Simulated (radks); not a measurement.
Species: Sm4+. Configuration: [Xe] 4f4 (the NIST ground configuration).

Method: scalar-relativistic Kohn-Sham, PBEsol, spin-unpolarised, spherical densities, finite nucleus; Fermi nuclear charge, rms radius 5.0819 fm; computed with a radial shooting solver on a logarithmic mesh with Libxc functionals.

Energy parts (eV):
| part | energy |
|---|---|
| total | -283537.38 |
| kinetic | 303037.39 |
| electron-nucleus | -687348.10 |
| Hartree | 107024.74 |
| exchange-correlation | -6251.41 |

Orbitals (lengths in bohr, moments of r in powers of bohr; <r^-3> diverges for s and p1/2):
| orbital | occ. | eigenvalue (eV) | <r> | <r^-3> |
|---|---|---|---|---|
| 1s | 2 | -46703.87 | 0.02275 | - |
| 2s | 2 | -7676.747 | 0.09705 | - |
| 2p | 6 | -6855.011 | 0.08549 | 10160 |
| 3s | 2 | -1724.619 | 0.2551 | - |
| 3p | 6 | -1467.698 | 0.2534 | 2099 |
| 3d | 10 | -1119.379 | 0.2311 | 285.1 |
| 4s | 2 | -384.6952 | 0.5773 | - |
| 4p | 6 | -299.8662 | 0.6102 | 468.6 |
| 4d | 10 | -180.7077 | 0.6633 | 53.32 |
| 4f | 4 | -51.9206 | 0.8463 | 7.401 |
| 5s | 2 | -87.1451 | 1.342 | - |
| 5p | 6 | -64.9502 | 1.521 | 75.45 |

The highest occupied level is 4f at -51.921 eV. Summed over all electrons, <r^2> = 32.89 bohr^2, which gives a Langevin (diamagnetic) susceptibility term of -26.1 x 10^-6 cm^3/mol. For comparison, the ionisation energy in NIST's Atomic Spectra Database is 62.7 eV (semi-empirical). In exact Kohn-Sham theory the highest level is minus the ionisation energy, but local and semilocal functionals leave it too shallow, through self-interaction and a potential that decays too fast; potentials with the right tail come closer. The electron density at the nucleus is 5.561e+05 e/bohr^3 (large components only). The density falls to 0.001 e/bohr^3 at r = 3.15 bohr.

Beside tabulated values, note that spin-unpolarised runs miss the spin-polarisation part of the exchange energy of open shells.
